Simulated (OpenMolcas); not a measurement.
What dynamic correlation does to the levels of As3+

| Item | Value |
| --- | --- |
| Program | OpenMolcas |
| Basis | ANO-R3 [7s6p5d3f2g] |
| Scalar Hamiltonian | X2C, finite nucleus |
| Active space | 2 electrons in 4 orbitals (4s 4p) |
| State averaging | 2S+1 = 3 even, 3 roots; 2S+1 = 1 even, 7 roots; 2S+1 = 3 odd, 3 roots; 2S+1 = 1 odd, 3 roots |
| Spin-orbit coupling | RASSI with atomic mean-field integrals over the reference wave functions, term energies averaged over their components |

Methods on the same reference wave functions:
A. CASSCF
B. SS-CASPT2, IPEA 0.25 Eh, imaginary shift 0.1 Eh (closed shells correlated: 3d)
C. MS-CASPT2, IPEA 0.25 Eh, imaginary shift 0.1 Eh (closed shells correlated: 3d)

Energies in cm⁻¹ above 4s² ¹S₀, the measured ground level; measured values from Moore, Atomic Energy Levels, vol. II, NSRDS-NBS 35 (1971 reprint of NBS Circular 467, 1952).

```tsv
Level	A	B	C	Measured
4s² ¹S₀	0.0	0.0	0.0	0.0
4s 4p ³P°₀	72514	75143	75409	
4s 4p ³P°₁	73522	76139	76405	76962
4s 4p ³P°₂	75658	78287	78553	79492
4s 4p ¹P°₁	120124	111799	112064	112022
4p² ³P₀	177492	179672	179936	
4p² ³P₁	178707	180957	181223	181468
4p² ³P₂ [70 %]	180567	182052	182317	184394
4p² ¹D₂ [70 %]	192355	185197	185463	
4p² ¹S₀	218475	210043	210576	211683
```

Deviations, from unrounded energies. A percentage is the sum of absolute deviations over the sum of measured energies, with the sign that they share, or ± where signs differ.

```tsv
Against measurement	Levels	A	B	C
mean absolute deviation (cm-1)	6	4800	1100	830
other configurations (%)	6	±3.4	-0.8	±0.6
```

C lies closest to measurement on these levels and A furthest from it. The largest miss of C in the table is 4p² ³P₂ [70 %], by -2100 cm-1. The ranking rests on the paired levels alone, and a cruder setting can come out closer through cancelling errors.

Between B and C the level of the table that moves most is 4p² ¹S₀, by 530 cm-1 (lowest in B, highest in C).

The lowest spin-free term lies below A's lowest term by 0.478 hartree in B, 0.479 hartree in C.

Over all roots computed the reference weight is 0.91 to 0.97 in B, 0.91 to 0.97 in C; the roots of lowest weight are the least certain, and an intruder state may touch them. The ¹D term of p² mixes with s d, which this space lacks. Computed and measured levels are paired by configuration, term and J; levels that our copy of the source lacks, or whose pairing is in doubt (as where it misses far off the trend of its configuration), stay unpaired and out of the deviations. Levels of configurations outside the active space are missing.

A share in square brackets marks a mixed level and gives the weight of the term that names it, the lowest over the columns. ° marks odd parity.
